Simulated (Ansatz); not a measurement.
`[OH][GeH]([Cl])[Cl]` → HCl + `[OH][Ge][Cl]` at 700 K and 1 bar (germylene formation by 1,1-elimination).

Gas-phase electronic energies from Ansatz, PBE0-D4/def2-TZVP geometries. CCSD(T)/CBS adds triple-zeta CCSD(T) − MP2 to the extrapolated MP2 energy (def2 sets, frozen cores). This one scheme is used for every species. For Ge outer-core shells are correlated without core-valence functions, which leaves a few kJ/mol of doubt a bond. Scalar relativity is left out up to krypton. Each species was taken in one conformer, which may not be the lowest.

```
              species  CCSD(T)/CBS energy (Eh)  H − E (kJ/mol)  S (J/(mol·K))
`[OH][GeH]([Cl])[Cl]`              -3072.15640           124.2          422.4
                  HCl               -460.38127            38.4          211.8
       `[OH][Ge][Cl]`              -2611.73425            78.6          348.6
```

H − E and S are ideal-gas, rigid-rotor, harmonic terms from PBE0-D4/def2-TZVP, for one conformer and one mirror image of each species. 1 Eh = 2625.50 kJ/mol, R = 8.31446 J/(mol·K).

Task: By hand: ΔE, ΔH, ΔS and ΔG.

Result: ΔE = (-460.38127) + (-2611.73425) − (-3072.15640) = 0.04088 Eh = 107.3 kJ/mol. Δ(H − E) = 38.4 + 78.6 − 124.2 = -7.2, so ΔH = 100.1 kJ/mol. ΔS = 211.8 + 348.6 − 422.4 = 138.0 J/(mol·K). ΔG = 100.1 − 700 × (138.0)/1000 = 3.5 kJ/mol.

Task: By hand: the equilibrium constant, and the temperature at which ΔG would vanish if ΔH and ΔS stayed fixed.

Result: log₁₀ K = −ΔG/(RT ln 10) = -0.3. ΔG = 0 at ΔH/ΔS = 725 K.

The number of gas molecules changes by +1, which sets the sign of ΔS. The sign of ΔG lies within the doubt. A doubt of 5 kJ/mol in ΔE shifts log₁₀ K by 0.4 here. Other conformers and mirror images would add mixing entropy, several J/(mol·K) or more a flexible species. These are equilibria of isolated gas molecules and say nothing of rates. Largest T1 diagnostic: 0.014 (customary marks: 0.02 for closed shells, 0.045 for open ones).
